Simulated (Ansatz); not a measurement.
One change: `CCB(O)Br` becomes `CCBO`.

Ansatz, PBE0-D4/def2-TZVP geometries, multiplicity 1. Each molecule was computed in one conformer, which needn't be the lowest.

Scalar relativity is left out up to krypton.

```csv
property,`CCB(O)Br`
HOMO energy (ωB97M-V/def2-TZVPP) / eV,-10.31
HOMO–LUMO gap (B3LYP/def2-TZVPP) / eV,7.46
LUMO energy (PBE0/def2-TZVPP) / eV,-0.11
LUMO energy (B3LYP/def2-TZVPP) / eV,-0.33
"ideal-gas entropy at 298 K and 1 bar (rigid rotor, harmonic PBE0-D4/def2-TZVP) / J/(mol·K)",352
HOMO energy (B3LYP/def2-TZVPP) / eV,-7.79
```

Problem. What does the change do to each property? (An estimate is asked.)

Solution. Ansatz gave: 
```tsv
property	`CCBO`	shift
HOMO energy (ωB97M-V/def2-TZVPP) / eV	-10.61	-0.30
HOMO–LUMO gap (B3LYP/def2-TZVPP) / eV	7.95	0.49
LUMO energy (PBE0/def2-TZVPP) / eV	0.11	0.22
LUMO energy (B3LYP/def2-TZVPP) / eV	-0.15	0.18
ideal-gas entropy at 298 K and 1 bar (rigid rotor, harmonic PBE0-D4/def2-TZVP) / J/(mol·K)	307	-45
HOMO energy (B3LYP/def2-TZVPP) / eV	-8.10	-0.31
```

With PBE0 the HOMO falls by 0.23 eV and the LUMO rises by 0.22 eV, so the gap widens by about 0.45 eV. PBE moves the HOMO by -0.09 eV and ωB97M-V by -0.30 eV. Modes under 60 cm⁻¹, often nearly free rotors, make the harmonic entropy too high.

B3LYP here is the variant with VWN-RPA as its local correlation; programs differ in this.

Spin–orbit coupling is left out; it splits and shifts lone-pair levels of the heavy atoms by tenths of an eV.
